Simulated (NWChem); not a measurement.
System meant: BH$_{2}$Cl; SMILES ClB

The following NWChem deck was run.

```
start job
memory heap 200 mb stack 900 mb global 1100 mb
geometry units angstroms noautoz
  B      0.000000     0.000000     1.156693
  H      0.000000    -1.049465     1.717709
  H      0.000000     1.049465     1.717709
  Cl     0.000000     0.000000    -0.576386
end
basis spherical
  * library def2-svp
end
dft
  xc xpbe96 cpbe96
  iterations 4
  mulliken
end
task dft energy
```

End of the output:

```
    Atom       Charge   Shell Charges
 -----------   ------   -------------------------------------------------------
    1 B    5     5.17   1.97  0.60  0.32  1.36  0.76  0.16
    2 H    1     1.04   0.64  0.35  0.04
    3 H    1     1.04   0.64  0.35  0.04
    4 Cl  17    16.76   2.00  1.95  1.02  0.73  5.82  2.25  2.95  0.03

 center of mass
 --------------
 x =   0.00000000 y =   0.00000000 z =  -0.11023465

 moments of inertia (a.u.)
 ------------------
         122.086909363552           0.000000000000           0.000000000000
           0.000000000000         114.159181876237           0.000000000000
           0.000000000000           0.000000000000           7.927727487316

     Multipole analysis of the density
     ---------------------------------

     L   x y z        total         alpha         beta         nuclear
     -   - - -        -----         -----         ----         -------
     0   0 0 0     -0.000000    -12.000000    -12.000000     24.000000

     1   1 0 0     -0.000000     -0.000000     -0.000000      0.000000
     1   0 1 0     -0.000000     -0.000000     -0.000000      0.000000
     1   0 0 1      0.073195      0.036598      0.036598     -0.000000

     2   2 0 0    -13.909093     -6.954547     -6.954547      0.000000
     2   1 1 0     -0.000000     -0.000000     -0.000000      0.000000
     2   1 0 1      0.000000      0.000000      0.000000      0.000000
     2   0 2 0    -15.011185    -11.438680    -11.438680      7.866175
     2   0 1 1      0.000000      0.000000      0.000000      0.000000
     2   0 0 2    -14.407716    -39.744279    -39.744279     65.080843

 ------------------------------------------------------------------------
 dft energy failed                                                                                  0
 ------------------------------------------------------------------------
 ------------------------------------------------------------------------
  current input line :
    17: task dft energy
 ------------------------------------------------------------------------
 ------------------------------------------------------------------------
 This type of error is most commonly associated with calculations not reaching convergence criteria
 ------------------------------------------------------------------------
 For more information see the NWChem manual at https://nwchemgit.github.io

0:dft energy failed:Received an Error in Communication
```

Problem. What is wrong, and how is it mended?

Solution. Convergence was not reached. Cause: the SCF was allowed too few iterations. This input runs:
```
start job
memory heap 200 mb stack 900 mb global 1100 mb
geometry units angstroms noautoz
  B      0.000000     0.000000     1.156693
  H      0.000000    -1.049465     1.717709
  H      0.000000     1.049465     1.717709
  Cl     0.000000     0.000000    -0.576386
end
basis spherical
  B library def2-svp
  H library def2-svp
  Cl library def2-svp
end
dft
  xc xpbe96 cpbe96
  iterations 150
  mulliken
end
task dft energy
```
It converges to -485.85877 Ha (PBE/def2-SVP).
